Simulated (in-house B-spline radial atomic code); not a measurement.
The rubidium ion Rb³⁺ is squeezed into an impenetrable sphere of radius R (the orbitals vanish at R). Method: scalar-relativistic (X2C) Hartree-Fock, spin-polarised, averaged over the determinants with the given up and down occupations, Fermi nucleus of rms radius 4.2036 fm. Calculated with a radial B-spline atomic code at the basis-set limit.

Energies in eV above the free ion in [Ar] 3d10 4s2 4p4:

```tsv
R (bohr)	highest level (eV)	[Ar] 3d10 4s2 4p4	[Ar] 3d10 4s1 4p5	[Ar] 3d10 4s1 4p4 4f1
7.87	-51	0	19.11	54.08
6.45	-51	0.0002597	19.11	54.77
4.71	-50.9	0.06492	19.19	58.17
4.37	-50.8	0.1817	19.33	59.71
3.48	-49.7	2.398	21.9	68.32
3.14	-48.1	6.148	26.09	76.18
2.71	-43.6	19.62	40.75	97.05
2.12	-24.1	94.22	119.4	187.1
1.97	-13.4	141.2	168.3	238.7
1.42	93.9	693.1	730.9	792.6
```

Problem. Does [Ar] 3d10 4s1 4p5 fall below [Ar] 3d10 4s2 4p4 under compression?

Solution. No, it stays above over the whole range.

Problem. Does [Ar] 3d10 4s1 4p4 4f1 fall below [Ar] 3d10 4s2 4p4 under compression?

Solution. No, it stays above over the whole range.

The highest level is first positive in the row R = 1.42 bohr, pushed up by confinement above the zero of the free ion's potential. Each configuration is held fixed and needn't be the lowest in the sphere.
